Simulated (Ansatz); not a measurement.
**Abstraction of Br: CH2Br2 + C2H5Mg → CH2Br + C2H5BrMg**

Species: CH2Br2 (dibromomethane) `BrCBr`, singlet; C2H5Mg `C[CH2][Mg]`, doublet; CH2Br `[CH2]Br`, doublet; C2H5BrMg `C[CH2][Mg][Br]`, singlet. A radical takes Br: the energy is the difference in strength between the C–Br bond broken and the Mg–Br bond made.

Shapes, held fixed at every level: PBE0-D4/def2-TZVP. Programs: Ansatz 0.2.0. The zero-point and thermal change to 298 K, harmonic and unscaled (PBE0-D4/def2-TZVP), is -6.9 kJ/mol.

```json
{"level": "HF/def2-SVP", "kind": "Hartree–Fock", "ΔH(298 K) (kJ/mol)": "-193.4", "less CCSD(T)/def2-TZVPP": "-52.6", "CPU time (sum over the molecules)": "–"}
{"level": "SPW92/def2-TZVPP", "kind": "LDA", "ΔH(298 K) (kJ/mol)": "-104.5", "less CCSD(T)/def2-TZVPP": "+36.3", "CPU time (sum over the molecules)": "11 s"}
{"level": "BHLYP-D4/def2-TZVPP", "kind": "global hybrid", "ΔH(298 K) (kJ/mol)": "-154.0", "less CCSD(T)/def2-TZVPP": "-13.2", "CPU time (sum over the molecules)": "26 s"}
{"level": "wB97M-V/def2-TZVPP", "kind": "range-separated hybrid", "ΔH(298 K) (kJ/mol)": "-148.1", "less CCSD(T)/def2-TZVPP": "-7.3", "CPU time (sum over the molecules)": "83 s"}
{"level": "B2PLYP/def2-TZVPP", "kind": "double hybrid", "ΔH(298 K) (kJ/mol)": "-146.5", "less CCSD(T)/def2-TZVPP": "-5.7", "CPU time (sum over the molecules)": "40 s"}
{"level": "CCSD(T)/def2-SVP", "kind": "coupled cluster or CI", "ΔH(298 K) (kJ/mol)": "-158.8", "less CCSD(T)/def2-TZVPP": "-18.0", "CPU time (sum over the molecules)": "40 s"}
{"level": "CCSD/def2-TZVPP", "kind": "coupled cluster or CI", "ΔH(298 K) (kJ/mol)": "-148.7", "less CCSD(T)/def2-TZVPP": "-7.9", "CPU time (sum over the molecules)": "–"}
{"level": "CCSD(T)/def2-TZVPP", "kind": "coupled cluster or CI", "ΔH(298 K) (kJ/mol)": "-140.8", "less CCSD(T)/def2-TZVPP": "0.0", "CPU time (sum over the molecules)": "8 min"}
```

The highest level, CCSD(T)/def2-TZVPP, gives ΔH(298 K) = -140.8 kJ/mol; the levels span -193.4 to -104.5. The column of differences is taken from that level and isn't an error. No measured value is set beside it here. Open shells run unrestricted unless RO is named. Relativity is left out for Br unless named. Correlated rows may include outer-core shells of Br, Mg, which these sets cover unevenly. Times are processor times on shared x86 and Arm servers, and rough.
